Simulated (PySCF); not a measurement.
Coordinates in bohr (charge 0 multiplicity 6):
```
Re    0.0000    0.0000    0.0000
Br    0.0000    0.0000    4.6541
Br    0.0000    0.0000   -4.6541
```

Computed with UB3LYP in PySCF with Re def2-SVP with ECP60, Br def2-SVP; scalar-relativistic core potentials, no spin–orbit coupling; density-fitted integrals.

This geometry of ReBr₂ is a stationary point at this level.

Task: What is the point group?

Result: D∞h.

Task: Is it a minimum?

Result: Yes: all harmonic wavenumbers are real, though the softest, 37 cm⁻¹, leaves little margin.

Task: List the harmonic modes with their infrared intensities.

Result: 
| symmetry | ω (cm⁻¹) | IR (km/mol, summed over degenerate members) |
| --- | --- | --- |
| πu | 37 | 5.0 |
| σg+ | 220 | 0.0 |
| σu+ | 268 | 64.9 |

Task: What are the dipole moment and the gap between the highest occupied and lowest empty levels of either spin?

Result: 0.00 D and 2.56 eV.

In D∞h the vibrations span πu + σg+ + σu+. The σg+ mode carries no infrared intensity, as symmetry demands. With a centre of inversion only u modes can be infrared active and only g modes Raman active.

This need not be the most stable arrangement of these atoms. Other spin states or occupations of the open shell can lie lower. Spin–orbit coupling, left out here, can matter for elements this heavy.
